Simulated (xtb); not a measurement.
C3H5FSi, SMILES C(F)=C=C[SiH3]. All values are semi-empirical tight-binding results from xtb (GFN2-xTB unless named), good for trends rather than for accurate numbers. The structure is a stationary point at GFN2-xTB. The structure was generated by enumeration, and PubChem lists no compound with its InChIKey, so it may never have been made.

**Question.** Estimate the properties. (Estimate from the structure and the level; the computed values follow.)

**Answer.** 
| Property | Value |
|---|---|
| orbital gap | 3.92 eV |
| dipole moment | 2.71 D |
| zero-point energy | 38.3 kcal/mol |
| G − E(el) at 298.15 K (modified RRHO) | 18.7 kcal/mol |
| static polarisability (D4 model) | 65.1 bohr³ |
| solvation energy, GFN2-xTB/ALPB(water) | -1.4 kcal/mol |
| solvation energy, GFN2-xTB/ALPB(chcl3) | -4.5 kcal/mol |
